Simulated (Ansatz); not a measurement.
`[BH2][SnH2][SiH3]` + `C=CN[SiH3]` → `BN([SiH3])C=C` + `[SiH3][SnH3]` at 400 K and 1 bar (cleavage of the B–Sn bond).

Gas-phase electronic energies from Ansatz, PBE0-D4/def2-TZVP geometries. CBS: MP2 limit from def2 TZ/QZ plus the TZ coupled-cluster correction, frozen cores. This one scheme is used for every species. Elements past krypton have def2 core potentials. For Sn outer-core shells are correlated without core-valence functions, which leaves a few kJ/mol of doubt a bond. Each species was taken in one conformer, which may not be the lowest.

```csv
species,CCSD(T)/CBS energy (Eh),H − E (kJ/mol),S (J/(mol·K))
`[BH2][SnH2][SiH3]`,-532.05307,186.2,398.8
`C=CN[SiH3]`,-424.08767,250.4,353.1
`BN([SiH3])C=C`,-449.51164,287.7,370.1
`[SiH3][SnH3]`,-506.68362,143.7,335.4
```

H − E and S are ideal-gas, rigid-rotor, harmonic terms from PBE0-D4/def2-TZVP, for one conformer and one mirror image of each species. 1 Eh = 2625.50 kJ/mol, R = 8.31446 J/(mol·K).

Q: By hand: ΔE, ΔH, ΔS and ΔG.

A: ΔE = (-449.51164) + (-506.68362) − (-532.05307) − (-424.08767) = -0.05452 Eh = -143.1 kJ/mol. Δ(H − E) = 287.7 + 143.7 − 186.2 − 250.4 = -5.2, so ΔH = -148.3 kJ/mol. ΔS = 370.1 + 335.4 − 398.8 − 353.1 = -46.4 J/(mol·K). ΔG = -148.3 − 400 × (-46.4)/1000 = -129.7 kJ/mol.

Q: By hand: the equilibrium constant, and the temperature at which ΔG would vanish if ΔH and ΔS stayed fixed.

A: log₁₀ K = −ΔG/(RT ln 10) = 16.9. ΔG = 0 at ΔH/ΔS = 3196 K, far beyond where these terms or the molecules hold.

ΔH outweighs TΔS. A doubt of 5 kJ/mol in ΔE shifts log₁₀ K by 0.7 here. Other conformers and mirror images would add mixing entropy, several J/(mol·K) or more a flexible species. These are equilibria of isolated gas molecules and say nothing of rates. Largest T1 diagnostic: 0.014 (customary marks: 0.02 for closed shells, 0.045 for open ones).
